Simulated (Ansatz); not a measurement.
## A family of molecules: the dipole moment

One atom is swapped for its congeners: CH3LiS `[Li][S]C`; CH3NaS `C[S][Na]`; CH3KS `C[S][K]`. All are singlets with charge 0.

Shapes, held fixed at every level: PBE0-D4/def2-TZVP. Programs: Ansatz 0.2.0. Values in D.

| level | CH3LiS | CH3NaS | CH3KS |
| --- | --- | --- | --- |
| PBE-D4/def2-TZVPP | 6.27 | 7.13 | 8.86 |
| r2SCAN-D4/def2-TZVPP | 6.57 | 7.92 | 9.70 |
| B3LYP-D4/def2-TZVPP | 6.43 | 7.50 | 9.34 |
| wB97M-V/def2-TZVPP | 6.55 | 7.98 | 9.84 |

At wB97M-V/def2-TZVPP the dipole moment rises at every step, from 6.55 to 9.84 D. Every level shows the same order.
